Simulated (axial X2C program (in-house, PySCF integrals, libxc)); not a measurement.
# What spin–orbit coupling does to ScS⁺

All values were computed with an axial X2C code built on PySCF integrals. Spin-free means the one-electron spin-free X2C Hamiltonian; two-component (2c) means X2C with spin–orbit coupling and atomic mean-field two-electron Coulomb and Gaunt terms, so the difference of the two also holds small scalar two-electron terms. Basis: Sc dyall-cv3z [10s11p7d5f2g], S dyall-av3z [9s8p3d2f] (cores contracted in-house); Gaussian nuclei, density fitting, unrestricted open shells. Masses: Sc 44.956 u, S 31.972 u.

Spin-free state: M_S = 0, Λ = 0 (closed shell); fragments Sc+ + S.

| level | Re (Å) | ωe (cm⁻¹) | De (eV) | μ (D) |
| --- | --- | --- | --- | --- |
| PBE0 | 2.071 | 638.2 | 4.726 | -8.29 |
| HF | 2.078 | 676.6 | 1.094 | -10.21 |
| CCSD | 2.096 | 631.7 | 3.827 | n/a |
| CCSD(T) | 2.128 | 575.7 | 4.404 | n/a |
| M06 | 2.079 | 626.4 | 5.161 | -8.29 |

Correlated methods: 8 electrons correlated (number of frozen shells: Sc 3 s, 2 p; S 2 s, 1 p), 302 virtual spin orbitals or spinors in MP2, 90 natural virtuals in coupled cluster.

Dipoles are positive if S is the positive end and refer to the centre of mass.

Two-component determinant lowest at the distance of the search:

Ω = 0 (closed shell); fragments Sc+ + S.

```
  level  Re (Å)  ωe (cm⁻¹)   μ (D)
   PBE0   2.071      638.2   -8.28
     HF   2.078      676.5  -10.20
   CCSD   2.096      631.6     n/a
CCSD(T)   2.128      575.6     n/a
    M06   2.079      626.3   -8.28
```

Question: From the two tables, how do the constants change at the CCSD(T) level (2c against spin-free)?

Answer: At the CCSD(T) level Re is unchanged within 0.001 Å and ωe doesn't move by more than 0.2 cm⁻¹.

The state is one determinant whose occupation by symmetry is held fixed; it was picked as the lowest of a PBE0 search that is not exhaustive. Closed shells are restricted here (equal orbitals for both partners); the stretched side of such a curve lies too high. Dissociation energies refer to the lowest single-determinant-based atoms at the same level and basis. De is not given where an atomic determinant may have missed its ground term or J level, or where the truncated virtual space spoils (T). Coupled cluster ran in a truncated set of natural virtual spinors; the MP2 energy of the rest was added. (T) has no such correction and the atoms are truncated less, which lowers De at CCSD(T) by a hundredth of an eV or more. The functionals have no current-density term, which raises determinants with orbital currents, atoms included. The outer-core s and p shells of the metal are frozen in the correlated rows, which leaves out core–valence correlation; for alkali and alkaline-earth bonds that tends to lengthen them. The T1 diagnostic is large, a sign of multireference character. The stretched end of a curve changes character and is left out.
